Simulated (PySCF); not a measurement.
PySCF input for GeCl₄, SMILES [Cl][Ge]([Cl])([Cl])[Cl], TDA-CAM-B3LYP/def2-SVPD. Geometry optimised at ωB97X-D3(BJ)/def2-SVP. The isomer is the one that the SMILES or the coordinates give; other isomers of the formula were not compared.

```python
import numpy as np
from pyscf import gto, scf, dft, tdscf

mol = gto.M(
    atom='''
    Cl   -1.22180920   -1.22180919   -1.22180920
    Ge    0.00000000   -0.00000000   -0.00000000
    Cl    1.22180919   -1.22180919    1.22180919
    Cl    1.22180920    1.22180919   -1.22180919
    Cl   -1.22180919    1.22180919    1.22180919
    ''',
    basis='def2-SVPD',
    charge=0,
    spin=0,
    symmetry=True,
    max_memory=1600,
    verbose=4,
)
mf = dft.RKS(mol, xc='cam-b3lyp').density_fit(auxbasis='def2-universal-jkfit')
mf.grids.level = 3
mf.conv_tol = 1e-9
mf.max_cycle = 100
mf.kernel()
mf.grids = dft.Grids(mol).set(level=1).build(with_non0tab=True)  # coarser grid for the response kernel
td = tdscf.TDA(mf)
td.singlet = True
td.nstates = 10
td.conv_tol = 1e-4
td.positive_eig_threshold = 1e-6
td.kernel(x0=td.get_init_guess(mf, 15))
td.analyze()
tt = tdscf.TDA(mf)
tt.singlet = False
tt.nstates = 4
tt.conv_tol = 1e-4
tt.positive_eig_threshold = 1e-6
tt.kernel(x0=tt.get_init_guess(mf, 9))
tt.analyze(verbose=3)
```

Program output:

```
PySCF version 2.14.0

[INPUT] verbose = 4
[INPUT] num. atoms = 5
[INPUT] num. electrons = 100
[INPUT] charge = 0
[INPUT] spin (= nelec alpha-beta = 2S) = 0
[INPUT] symmetry True subgroup None
[INPUT] Mole.unit = angstrom
[INPUT] Symbol           X                Y                Z      unit          X                Y                Z       unit  Magmom
[INPUT]  1 Cl    -1.221809200000  -1.221809190000  -1.221809200000 AA   -2.308884764474  -2.308884745577  -2.308884764474 Bohr   0.0
[INPUT]  2 Ge     0.000000000000   0.000000000000   0.000000000000 AA    0.000000000000   0.000000000000   0.000000000000 Bohr   0.0
[INPUT]  3 Cl     1.221809190000  -1.221809190000   1.221809190000 AA    2.308884745577  -2.308884745577   2.308884745577 Bohr   0.0
[INPUT]  4 Cl     1.221809200000   1.221809190000  -1.221809190000 AA    2.308884764474   2.308884745577  -2.308884745577 Bohr   0.0
[INPUT]  5 Cl    -1.221809190000   1.221809190000   1.221809190000 AA   -2.308884745577   2.308884745577   2.308884745577 Bohr   0.0

nuclear repulsion = 809.644467876391
point group symmetry = Td, use subgroup D2
symmetry origin: [ 0.00000000e+00  0.00000000e+00 -3.21253438e-09]
symmetry axis x: [ 1.00000000e+00 -2.04614623e-09  6.82048427e-10]
symmetry axis y: [ 2.04614623e-09  1.00000000e+00 -2.04614623e-09]
symmetry axis z: [-6.82048423e-10  2.04614623e-09  1.00000000e+00]
num. orbitals of irrep A = 41
num. orbitals of irrep B1 = 35
num. orbitals of irrep B2 = 35
num. orbitals of irrep B3 = 35
number of shells = 58
number of NR pGTOs = 260
number of NR cGTOs = 146
basis = def2-SVPD
ecp = {}


[settings echo left out]
init E= -3917.18938801221
HOMO (B2) = -0.402210948496413  LUMO (A) = -0.0942801772618496  gap/eV = 8.37922
cycle= 1 E= -3917.21552898206  delta_E= -0.0261  |g|= 0.721  |ddm|=  2.9
HOMO (B2) = -0.413700576003603  LUMO (A) = -0.117334189252672  gap/eV = 8.06454
cycle= 2 E= -3917.16352361382  delta_E= 0.052  |g|= 0.935  |ddm|=  1.9
HOMO (B2) = -0.407970716399783  LUMO (A) = -0.0590129942620568  gap/eV = 9.49562
cycle= 3 E= -3917.33049903217  delta_E= -0.167  |g|= 0.0169  |ddm|= 0.998
HOMO (B2) = -0.409835187451027  LUMO (A) = -0.055516938446198  gap/eV = 9.64149
cycle= 4 E= -3917.33061627671  delta_E= -0.000117  |g|= 0.00628  |ddm|= 0.0428
HOMO (B2) = -0.408824206430669  LUMO (A) = -0.0545344248945181  gap/eV = 9.64072
cycle= 5 E= -3917.33062861947  delta_E= -1.23e-05  |g|= 0.0016  |ddm|= 0.0109
HOMO (B2) = -0.4090704911218  LUMO (A) = -0.0547593074829904  gap/eV = 9.64130
cycle= 6 E= -3917.3306295306  delta_E= -9.11e-07  |g|= 0.000184  |ddm|= 0.00295
HOMO (B2) = -0.40907423946756  LUMO (A) = -0.0547616876869501  gap/eV = 9.64134
cycle= 7 E= -3917.33062954724  delta_E= -1.66e-08  |g|= 9.96e-05  |ddm|= 0.000421
HOMO (B2) = -0.409068556603451  LUMO (A) = -0.0547496856667942  gap/eV = 9.64151
cycle= 8 E= -3917.33062955026  delta_E= -3.01e-09  |g|= 1.04e-05  |ddm|= 0.000129
HOMO (B2) = -0.409070079475562  LUMO (A) = -0.0547508872085518  gap/eV = 9.64152
cycle= 9 E= -3917.33062955035  delta_E= -9e-11  |g|= 8.58e-07  |ddm|= 3.37e-05
HOMO (B2) = -0.409069960706536  LUMO (A) = -0.0547507715920825  gap/eV = 9.64152
Extra cycle  E= -3917.33062955035  delta_E=    0  |g|= 2e-07  |ddm|= 2.29e-06
converged SCF energy = -3917.33062955035
tot grids = 32680
Overwritten attributes  positive_eig_threshold  of <class 'pyscf.tdscf.rks.TDA'>


******** <class 'pyscf.tdscf.rks.TDA'> for <class 'pyscf.df.df_jk.DFSymAdaptedRKS'> ********
nstates = 10 singlet
deg_eia_thresh = 1.000e-03
wfnsym = None
conv_tol = 0.0001
eigh lindep = 1e-12
eigh level_shift = 0
eigh max_cycle = 100


Excitation energies (eV)
[6.15847337 6.15847337 6.15847337 6.8725845  6.87258451 6.87258451
 6.93550318 6.93550318 8.69946288 8.71979937]

** Singlet excitation energies and oscillator strengths **
Excited State   1:   B2      6.15847 eV    201.32 nm  f=0.0000
      49 -> 51       -0.69117
Excited State   2:   B1      6.15847 eV    201.32 nm  f=0.0000
      48 -> 51        0.69117
Excited State   3:   B3      6.15847 eV    201.32 nm  f=0.0000
      50 -> 51        0.69117
Excited State   4:   B2      6.87258 eV    180.40 nm  f=0.0861
      46 -> 51       -0.67637
Excited State   5:   B1      6.87258 eV    180.40 nm  f=0.0861
      45 -> 51       -0.67637
Excited State   6:   B3      6.87258 eV    180.40 nm  f=0.0861
      47 -> 51       -0.67637
Excited State   7:    A      6.93550 eV    178.77 nm  f=0.0000
      44 -> 51       -0.67850
      50 -> 55        0.11602
Excited State   8:    A      6.93550 eV    178.77 nm  f=0.0000
      43 -> 51        0.67850
      49 -> 53        0.11602
Excited State   9:    A      8.69946 eV    142.52 nm  f=0.0000
      48 -> 54       -0.38397
      48 -> 56        0.10278
      49 -> 53        0.38397
      49 -> 57       -0.10278
      50 -> 55        0.38397
      50 -> 58       -0.10278
Excited State  10:   B3      8.71980 eV    142.19 nm  f=0.0000
      42 -> 51        0.39238
      47 -> 51       -0.10560
      48 -> 53        0.38472
      49 -> 54        0.38472

** Transition electric dipole moments (AU) **
state          X           Y           Z        Dip. S.      Osc.
  1        -0.0000     -0.0000      0.0000      0.0000      0.0000
  2         0.0000     -0.0000      0.0000      0.0000      0.0000
  3         0.0000     -0.0000      0.0000      0.0000      0.0000
  4        -0.0000     -0.7149     -0.0000      0.5111      0.0861
  5         0.0000      0.0000     -0.7149      0.5111      0.0861
  6        -0.7149     -0.0000     -0.0000      0.5111      0.0861
  7        -0.0000      0.0000     -0.0000      0.0000      0.0000
  8        -0.0000      0.0000      0.0000      0.0000      0.0000
  9        -0.0000      0.0000      0.0000      0.0000      0.0000
 10         0.0030      0.0000      0.0000      0.0000      0.0000

** Transition velocity dipole moments (imaginary part, AU) **
state          X           Y           Z        Dip. S.      Osc.
  1         0.0000     -0.0000     -0.0000      0.0000      0.0000
  2        -0.0000      0.0000      0.0000      0.0000      0.0000
  3         0.0000      0.0000     -0.0000      0.0000      0.0000
  4         0.0000     -0.1780      0.0000      0.0317      0.0836
  5        -0.0000     -0.0000     -0.1780      0.0317      0.0836
  6        -0.1780     -0.0000      0.0000      0.0317      0.0836
  7         0.0000      0.0000      0.0000      0.0000      0.0000
  8        -0.0000     -0.0000     -0.0000      0.0000      0.0000
  9        -0.0000      0.0000      0.0000      0.0000      0.0000
 10         0.0311     -0.0000     -0.0000      0.0010      0.0020

** Transition magnetic dipole moments (imaginary part, AU) **
state          X           Y           Z
  1        -0.0000     -0.0269     -0.0000
  2        -0.0000     -0.0000     -0.0269
  3         0.0269      0.0000      0.0000
  4         0.0000     -0.0000     -0.0000
  5        -0.0000      0.0000      0.0000
  6        -0.0000     -0.0000      0.0000
  7         0.0000      0.0000     -0.0000
  8         0.0000      0.0000     -0.0000
  9        -0.0000     -0.0000      0.0000
 10        -0.0000      0.0000     -0.0000


******** <class 'pyscf.tdscf.rks.TDA'> for <class 'pyscf.df.df_jk.DFSymAdaptedRKS'> ********
nstates = 4 triplet
deg_eia_thresh = 1.000e-03
wfnsym = None
conv_tol = 0.0001
eigh lindep = 1e-12
eigh level_shift = 0
eigh max_cycle = 100


Excitation energies (eV)
[5.70326478 5.70326478 5.70326478 6.14567029]

** Triplet excitation energies and oscillator strengths **
Excited State   1:   B2      5.70326 eV    217.39 nm  f=0.0000
Excited State   2:   B1      5.70326 eV    217.39 nm  f=0.0000
Excited State   3:   B3      5.70326 eV    217.39 nm  f=0.0000
Excited State   4:   B3      6.14567 eV    201.74 nm  f=0.0000
```

The run converged.

Cost: very roughly 5 core-minutes.
